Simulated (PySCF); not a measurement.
**Solvent effects on NMR parameters**

Bonds (- single, = double, # triple, : aromatic): C1-C2 1.504 Å, C2=O3 1.213 Å, C2-Si4 1.936 Å, Si4-N5 1.730 Å. C1 carries H6, H7, H8; Si4 carries H9, H10; N5 carries H11, H12.

GIAO PBE0/pcSseg-1 in PySCF on one PBE0-D3(BJ)/def2-SVP conformer, non-relativistic, equivalent nuclei averaged. Solvents enter as an IEF-PCM continuum (chloroform with ε = 4.7) around the gas-phase geometry. Shifts are referred to TMS computed in the same medium.

Gas phase, δ in ppm: C2 246.4, C1 40.1, Si4 -61.1, H9/H10 4.40, H6/H7/H8 2.52, H11/H12 0.46. Dipole moment 3.89 D.

Q: How does each δ change in the continuum?

A: 
```tsv
atoms	environment	Δδ, chloroform
C2	carbonyl carbon	+8.2
C1	methyl carbon α to a carbonyl	+1.3
Si4	silicon bonded to C, N, 2 H	+1.3
H9/H10	hydrogen on a silicon bonded to C, N	-0.07
H6/H7/H8	hydrogen on a methyl carbon α to a carbonyl	+0.14
H11/H12	hydrogen on a nitrogen bonded to Si	+0.41
```

Changes are relative to the gas phase. The dipole moment becomes 4.65 D in chloroform.

Q: Which of the listed nuclei move most (in ppm), and what does the model miss? (N and O are left out, as their reference compounds move with the solvent too.)

A: C2 (carbonyl carbon, +8.2 ppm) in chloroform. A continuum only polarises the solute; specific hydrogen bonds, the anisotropy of aromatic solvents and changes of geometry or conformer are outside it.
